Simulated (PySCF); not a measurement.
## Bond length, frequency and bond energy of PbH⁻ by level of theory

State: ³Σ⁻ (triplet), unpaired electrons π ↑↑. Set-up: basis H aug-cc-pVDZ, Pb aug-cc-pVDZ-PP with ECP60; scalar-relativistic core potentials; PySCF 2.14. De refers to H⁻ + Pb in their high-spin ground configurations, without counterpoise correction. The functionals are run spin-unrestricted. A positive dipole points towards Pb; it is taken about the centre of mass and depends on that origin.

```
      Level  Re (Å)  ωe (cm⁻¹)  De (eV)  μ (D)
    UHF-MP2   1.880       1437      n/a    n/a
UHF-SCS-MP2   1.892       1414      n/a    n/a
   UHF-CCSD   1.902       1360     2.75    n/a
UHF-CCSD(T)   1.904       1352     2.80    n/a
        LDA   1.893       1414     3.37   1.64
        PBE   1.920       1349     3.02   1.80
     r²SCAN   1.900       1400     3.06   1.72
      TPSSh   1.907       1393     3.00   1.76
    r²SCANh   1.894       1415     3.06   1.70
       PBE0   1.898       1406     3.01   1.72
```

Question: Which functional lies closest to UHF-CCSD(T) in De, which farthest, and by how much do they differ from it?

Answer: Closest is TPSSh (+0.3 pm in Re, +3.0 % in ωe, +0.20 eV in De against UHF-CCSD(T) in the same basis), farthest LDA (-1.1 pm in Re, +4.6 % in ωe, +0.57 eV in De). CCSD(T) converges more slowly with the basis than the functionals do and binds too weakly in this one, so the order can change at the basis-set limit.

Question: What does a quarter of exact exchange do here, going from PBE to PBE0?

Answer: PBE0 less PBE: -2.2 pm in Re, +4.2 % in ωe, -0.01 eV in De. Exact exchange removes part of the self-interaction that spreads semilocal densities, and in most molecules shortens and stiffens the bond and lowers De; so it does here.

Question: What does the step from GGA to meta-GGA do here, going from PBE to r²SCAN?

Answer: r²SCAN less PBE: -2.0 pm in Re, +3.8 % in ωe, +0.04 eV in De. 

Correlated steps freeze 4 core orbitals. Correlated levels converge slowly with the basis: in double zeta they bind strong bonds too weakly, by up to about 1 eV, and carry superposition errors of some tenths. These are scalar-relativistic numbers at best; spin–orbit coupling would shift them, the dissociation energy most. For an ion De counts to the pair picked by the measured ionisation energies or electron affinities, which need not be the lowest pair at this level. The highest Kohn–Sham level is positive in this anion. Much of that is self-interaction error, but it also means that the finite basis helps to hold the extra electron. The state was picked by a PBE0 search and need not be the measured ground state.
